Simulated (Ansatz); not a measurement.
`BN/C=[N]/[GeH3]`, relaxed with RKS PBE-D4/def2-SVP in Ansatz from a rough embedded geometry. The force threshold is 0.03 eV/Å; the program also tests the step.

Charge 0, multiplicity 1.

Start:

```xyz
12

B     2.461   -0.044   -0.027
N     1.398   -0.402    0.987
C     0.008   -0.253    0.720
N    -0.408    0.199   -0.523
Ge   -2.229    0.389   -0.839
H     2.264    0.434   -1.062
H     3.637   -0.155    0.292
H     1.684   -0.778    1.870
H    -0.688   -0.606    1.432
H    -2.374    0.940   -2.266
H    -2.885   -1.034   -0.757
H    -2.867    1.311    0.173
```

(1) By how much does the energy fall, and how many steps does the optimiser take? (Best estimate.)

(2) Which bonds change most? (An estimate is asked.)

(3) Give the relaxed structure. (Estimate.)

Answers

(1) Computed: 18.39 kcal/mol, in 19 steps.

(2) Computed: C3–N4 from 1.387 to 1.274 Å; B1–N2 from 1.512 to 1.419 Å; C3–H9 from 1.056 to 1.122 Å; B1–H6 from 1.157 to 1.209 Å.

(3) The calculation gave: 
```xyz
12

B     2.506    0.174    0.166
N     1.416   -0.541    0.727
C     0.044   -0.435    0.430
N    -0.428    0.384   -0.424
Ge   -2.260    0.452   -0.748
H     2.301    1.002   -0.691
H     3.614   -0.091    0.588
H     1.609   -1.241    1.449
H    -0.566   -1.154    1.038
H    -2.483    0.145   -2.249
H    -3.016   -0.587    0.142
H    -2.737    1.890   -0.429
```
